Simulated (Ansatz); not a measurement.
**BGeH5S: where a starting geometry ends**

The starting geometry of this gas-phase singlet was optimised with GFN2-xTB; its bonds are those of `S[BH][GeH3]`.

```json
{"atom": "B", "x (Å)": "-0.8434", "y (Å)": "-0.5902", "z (Å)": "-0.2801"}
{"atom": "Ge", "x (Å)": "-0.1578", "y (Å)": "-0.7339", "z (Å)": "1.5984"}
{"atom": "S", "x (Å)": "-2.5522", "y (Å)": "-0.4492", "z (Å)": "-0.6333"}
{"atom": "H", "x (Å)": "-3.0434", "y (Å)": "-0.4629", "z (Å)": "0.6083"}
{"atom": "H", "x (Å)": "-0.1503", "y (Å)": "-0.6056", "z (Å)": "-1.2211"}
{"atom": "H", "x (Å)": "0.3799", "y (Å)": "-2.0798", "z (Å)": "1.9678"}
{"atom": "H", "x (Å)": "0.9630", "y (Å)": "0.1863", "z (Å)": "1.9591"}
{"atom": "H", "x (Å)": "-1.1986", "y (Å)": "-0.4747", "z (Å)": "2.6497"}
```

Q: Predict what it relaxes into with PBE-D3(BJ)/def2-SVP.

A: It keeps its bonds, and is `S[BH][GeH3]`.

The energy falls by 0.19 eV over 12 steps:

| step | E − E(last) (eV) |
| --- | --- |
| 1 | 0.192 |
| 2 | 0.013 |
| 3 | 0.003 |
| 5 | 0.001 |
| 6 | 0.001 |
| 7 | 0.000 |
| 8 | 0.000 |
| 10 | 0.000 |
| 11 | 0.000 |
| 12 | 0.000 |

Final geometry (Å):

```xyz
8

B    -0.8605   -0.6380   -0.2641
Ge   -0.1369   -0.7611    1.6621
S    -2.5669   -0.3773   -0.6745
H    -3.1016   -0.3060    0.5826
H    -0.1390   -0.7400   -1.2363
H     0.5525   -2.1294    1.9259
H     0.9267    0.3374    1.9432
H    -1.2772   -0.5955    2.7098
```

Frequencies at the end are all real (lowest 79 cm⁻¹). Run with Ansatz 0.2.0, 8.4 s on 2 threads of Intel(R) Xeon(R) 6975P-C (Granite Rapids), with other jobs on the host.
